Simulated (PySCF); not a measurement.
Isomers of C7H11ClO2, mass 162.045 u with the commonest isotopes. The calculation used PBE0/pcSseg-1 in PySCF (dipole) on a GFN2-xTB geometry, gas phase. One conformer each, none proved a minimum here; rigid rotors.

Question: Order these by rotational constant C, smallest first.
A. `[CH2:1]=[CH:2][C@@H:3]([C:4](=[O:5])[Cl:6])[C@@H:7]([CH3:8])[O:9][CH3:10]` with C1–C2–C3–C4 114°, C2–C3–C4–O5 81°, C2–C3–C7–C8 60°, C3–C7–O9–C10 155°
B. `[CH3:1][O:2][C@:3]1([C:4](=[O:5])[Cl:6])[CH2:7][C:8]1([CH3:9])[CH3:10]` with C1–O2–C3–C4 77°, O2–C3–C4–O5 -165°
C. `[CH3:1][CH2:2]/[C:3]([CH3:4])=[C:5](\[O:6][CH3:7])[C:8](=[O:9])[Cl:10]` with C1–C2–C3–C4 -65°, C3–C5–O6–C7 -106°, C3–C5–C8–O9 13°

Answer: C (586.6 MHz), A (618.5 MHz), B (764.2 MHz).

Question: Order these by rotational constant A, largest first.
A. `[CH3:1][CH2:2]/[C:3]([CH3:4])=[C:5](\[O:6][CH3:7])[C:8](=[O:9])[Cl:10]` with C1–C2–C3–C4 -65°, C3–C5–O6–C7 -106°, C3–C5–C8–O9 13°
B. `[CH3:1][CH2:2][C@@H:3]1[O:4][CH2:5][C@@H:6]([Cl:7])[CH2:8][C:9]1=[O:10]` with C1–C2–C3–O4 61°, C2–C3–O4–C5 -175°, C3–O4–C5–C6 65°, O4–C5–C6–Cl7 176°, C5–C6–C8–C9 47°
C. `[CH3:1][O:2][C@:3]1([C:4](=[O:5])[Cl:6])[CH2:7][C:8]1([CH3:9])[CH3:10]` with C1–O2–C3–C4 77°, O2–C3–C4–O5 -165°
D. `[CH2:1]=[CH:2][C@@:3]([CH3:4])([CH2:5][O:6][CH3:7])[C:8](=[O:9])[Cl:10]` with C1–C2–C3–C4 4°, C2–C3–C5–O6 -62°, C3–C5–O6–C7 180°, C2–C3–C8–O9 -118°
E. `[CH2:1]=[CH:2][C@@H:3]([C:4](=[O:5])[Cl:6])[C@@H:7]([CH3:8])[O:9][CH3:10]` with C1–C2–C3–C4 114°, C2–C3–C4–O5 81°, C2–C3–C7–C8 60°, C3–C7–O9–C10 155°

Answer: B (2279 MHz), D (1847 MHz), A (1806 MHz), C (1519 MHz), E (1332 MHz).

Question: Order these by dipole moment, smallest first.
A. `[CH2:1]=[CH:2][C@@:3]([CH3:4])([CH2:5][O:6][CH3:7])[C:8](=[O:9])[Cl:10]` with C1–C2–C3–C4 4°, C2–C3–C5–O6 -62°, C3–C5–O6–C7 180°, C2–C3–C8–O9 -118°
B. `[CH3:1][O:2][C@:3]1([C:4](=[O:5])[Cl:6])[CH2:7][C:8]1([CH3:9])[CH3:10]` with C1–O2–C3–C4 77°, O2–C3–C4–O5 -165°
C. `[CH2:1]=[CH:2][C@@H:3]([C:4](=[O:5])[Cl:6])[C@@H:7]([CH3:8])[O:9][CH3:10]` with C1–C2–C3–C4 114°, C2–C3–C4–O5 81°, C2–C3–C7–C8 60°, C3–C7–O9–C10 155°
D. `[CH3:1][CH2:2][C@@H:3]1[O:4][CH2:5][C@@H:6]([Cl:7])[CH2:8][C:9]1=[O:10]` with C1–C2–C3–O4 61°, C2–C3–O4–C5 -175°, C3–O4–C5–C6 65°, O4–C5–C6–Cl7 176°, C5–C6–C8–C9 47°
E. `[CH3:1][CH2:2]/[C:3]([CH3:4])=[C:5](\[O:6][CH3:7])[C:8](=[O:9])[Cl:10]` with C1–C2–C3–C4 -65°, C3–C5–O6–C7 -106°, C3–C5–C8–O9 13°

Answer: D (1.39 D), A (2.67 D), B (3.21 D), C (3.49 D), E (4.02 D).

```json
{"SMILES": "C=C[C@@H](C(=O)Cl)[C@@H](C)OC", "point group": "C1", "Ia (u·Å²)": "379.32", "Ib (u·Å²)": "574.91", "Ic (u·Å²)": "817.06", "κ": "-0.27", "μa (D)": "2.28", "μb (D)": "2.63", "μc (D)": "0.26"}
{"SMILES": "CO[C@]1(C(=O)Cl)CC1(C)C", "point group": "C1", "Ia (u·Å²)": "332.62", "Ib (u·Å²)": "505.97", "Ic (u·Å²)": "661.30", "κ": "-0.38", "μa (D)": "2.37", "μb (D)": "2.06", "μc (D)": "0.69"}
{"SMILES": "CC/C(C)=C(\\OC)C(=O)Cl", "point group": "C1", "Ia (u·Å²)": "279.78", "Ib (u·Å²)": "651.98", "Ic (u·Å²)": "861.54", "κ": "-0.69", "μa (D)": "3.70", "μb (D)": "1.44", "μc (D)": "0.65"}
{"SMILES": "CC[C@@H]1OC[C@@H](Cl)CC1=O", "point group": "C1", "Ia (u·Å²)": "221.72", "Ib (u·Å²)": "754.07", "Ic (u·Å²)": "876.27", "κ": "-0.89", "μa (D)": "0.01", "μb (D)": "1.15", "μc (D)": "0.78"}
{"SMILES": "C=C[C@@](C)(COC)C(=O)Cl", "point group": "C1", "Ia (u·Å²)": "273.58", "Ib (u·Å²)": "684.52", "Ic (u·Å²)": "821.36", "κ": "-0.80", "μa (D)": "2.45", "μb (D)": "0.99", "μc (D)": "0.38"}
```
